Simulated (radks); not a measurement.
Task: All-electron atom: Sb+ in [Kr] 4d10 5s2 5p2. Method: scalar-relativistic Kohn-Sham, PBE, spin-polarised, spherical densities, finite nucleus; open shells are filled with parallel spins first (spin-orbit coupling, left out, can overturn this in heavy ions); Fermi nuclear charge, rms radius 4.6802 fm; computed with a radial shooting solver on a logarithmic mesh with Libxc functionals. Some entries of the table are withheld. Estimate them.

orbital,occ.,eigenvalue (eV),r(max) (bohr)
1s up,1,-30312.22,0.01835
1s down,1,-30312.17,0.01835
2s up,1,-4619.857,0.1037
2s down,1,-4619.840,0.1037
2p up,3,-4148.477,0.08305
2p down,3,-4148.440,0.08305
3s up,1,-912.5366,0.2999
3s down,1,-912.4960,0.2999
3p up,3,-758.8581,0.2934
3p down,3,-758.8115,0.2934
3d up,5,-524.3255,0.2443
3d down,5,-524.2824,0.2443
4s up,1,-157.2873,0.7227
4s down,1,-157.1874,0.7228
4p up,3,(1),0.7624
4p down,3,(2),0.7625
4d up,5,-42.0055,0.8470
4d down,5,-41.7777,0.8466
5s up,1,-21.2336,1.885
5s down,1,-19.7540,1.860
5p up,2,(3),2.259
5p down,0,(4),2.241

Result: 
(1) 4p up eigenvalue (eV): -110.2521
(2) 4p down eigenvalue (eV): -110.1441
(3) 5p up eigenvalue (eV): -12.6247
(4) 5p down eigenvalue (eV): -11.0462
